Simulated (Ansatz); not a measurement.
`[GeH3][CH]=[Se]` + H–F → `[F][GeH3]` + `C=[Se]` at 500 K and 1 bar (ligand exchange at a Ge–C bond).

Program: Ansatz. Geometries: PBE0-D4/def2-TZVP. ΔE: electronic, gas phase. CCSD(T)/CBS adds triple-zeta CCSD(T) − MP2 to the extrapolated MP2 energy (def2 sets, frozen cores). This one scheme is used for every species. For Ge, Se outer-core shells are correlated without core-valence functions, which leaves a few kJ/mol of doubt a bond. Scalar relativity is left out up to krypton.

```json
{"species": "`[GeH3][CH]=[Se]`", "CCSD(T)/CBS energy (Eh)": "-4517.22497", "H − E (kJ/mol)": "135.4", "S (J/(mol·K))": "368.9"}
{"species": "H–F", "CCSD(T)/CBS energy (Eh)": "-100.39570", "H − E (kJ/mol)": "39.4", "S (J/(mol·K))": "188.7"}
{"species": "`[F][GeH3]`", "CCSD(T)/CBS energy (Eh)": "-2177.72589", "H − E (kJ/mol)": "90.4", "S (J/(mol·K))": "283.2"}
{"species": "`C=[Se]`", "CCSD(T)/CBS energy (Eh)": "-2439.91603", "H − E (kJ/mol)": "82.7", "S (J/(mol·K))": "265.7"}
```

H − E and S are ideal-gas, rigid-rotor, harmonic terms from PBE0-D4/def2-TZVP. 1 Eh = 2625.50 kJ/mol, R = 8.31446 J/(mol·K).

Task: By hand: ΔE, ΔH, ΔS and ΔG.

Result: ΔE = (-2177.72589) + (-2439.91603) − (-4517.22497) − (-100.39570) = -0.02125 Eh = -55.8 kJ/mol. Δ(H − E) = 90.4 + 82.7 − 135.4 − 39.4 = -1.7, so ΔH = -57.5 kJ/mol. ΔS = 283.2 + 265.7 − 368.9 − 188.7 = -8.7 J/(mol·K). ΔG = -57.5 − 500 × (-8.7)/1000 = -53.1 kJ/mol.

Task: By hand: the equilibrium constant, and the temperature at which ΔG would vanish if ΔH and ΔS stayed fixed.

Result: log₁₀ K = −ΔG/(RT ln 10) = 5.5. ΔG = 0 at ΔH/ΔS = 6609 K, far beyond where these terms or the molecules hold.

The number of gas molecules stays the same, so ΔS is small and ΔH decides. A doubt of 5 kJ/mol in ΔE shifts log₁₀ K by 0.5 here. These are equilibria of isolated gas molecules and say nothing of rates. Largest T1 diagnostic: 0.015 (customary marks: 0.02 for closed shells, 0.045 for open ones).
